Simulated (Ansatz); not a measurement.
Mulliken charges of `C[Si@H]1S[C@H]1F` from PBE/def2-TZVPP in Ansatz (PBE0-D4/def2-TZVP geometry).

| atom | x (Å) | y (Å) | z (Å) | charge (e) |
| --- | --- | --- | --- | --- |
| C1 | -1.150 | -0.967 | 0.435 | -0.338 |
| Si2 | 0.585 | -0.349 | 0.238 | 0.256 |
| S3 | 1.360 | -0.002 | -1.682 | -0.204 |
| C4 | 0.849 | 1.326 | -0.511 | 0.073 |
| F5 | -0.242 | 2.051 | -0.915 | -0.177 |
| H6 | -1.199 | -2.046 | 0.269 | 0.113 |
| H7 | -1.799 | -0.471 | -0.288 | 0.124 |
| H8 | -1.515 | -0.760 | 1.444 | 0.110 |
| H9 | 1.532 | -0.834 | 1.270 | -0.062 |
| H10 | 1.663 | 2.000 | -0.259 | 0.104 |

**Question.** By hand: the dipole of these point charges (1 e Å = 4.8032 D).

**Answer.** Σ q r = (-0.081, -0.142, 0.430) e Å, of length 0.460 e Å = 2.21 D.

**Question.** How does the dipole of the full density compare? (Estimate.)

**Answer.** The calculation gave: (-0.088, -0.227, 0.408) e Å, 2.28 D; the point charges give 0.97 times that, at 11° from its direction.

Point charges leave out the atoms' own dipoles, such as those of lone pairs, and Mulliken's split depends on the basis, so the close match here is no proof of good charges.
